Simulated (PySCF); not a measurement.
A GIAO shielding run with PySCF 2.14 (density fitting, non-relativistic, gas phase) on SMILES CC[SiH2][C@H](Cl)CF, C$_{4}$H$_{10}$ClFSi:

```
$ OMP_NUM_THREADS=1 python probes_run.py task.json out

{"job": {"kind": "nmr", "xc": "PBE0", "basis": "pcSseg-1"}, "charge": 0, "multiplicity": 1}
C      2.596879    -0.716778    -0.638511
C      1.095253    -0.635691    -0.893231
Si     0.292097     0.816226     0.027613
C     -1.583876     0.923465    -0.387382
Cl    -2.227884     2.353735     0.462535
C     -2.403688    -0.267475     0.069736
F     -1.988880    -1.395407    -0.595579
H      3.035244    -1.556441    -1.174489
H      2.799560    -0.845047     0.421748
H      3.091836     0.193999    -0.966286
H      0.631657    -1.576610    -0.592715
H      0.921886    -0.541113    -1.967309
H      0.379154     0.659525     1.483382
H      0.855360     2.103146    -0.388211
H     -1.765747     1.097804    -1.448897
H     -3.470228    -0.143833    -0.149096
H     -2.265620    -0.457475     1.138594
```

Hardware: 1 thread of an Arm Neoverse V1, shared host. The job also computes population analyses, field gradients.

(1) How large is the calculation?

(2) How long does it take, and how much memory does it need?

Results:

(1) 74 electrons, 183 basis functions and 995 auxiliary functions.

(2) 30 s of wall time, with 12 SCF cycles and 4 response iterations; peak memory 0.82 GiB. Times on a shared host scatter by some tens of per cent.
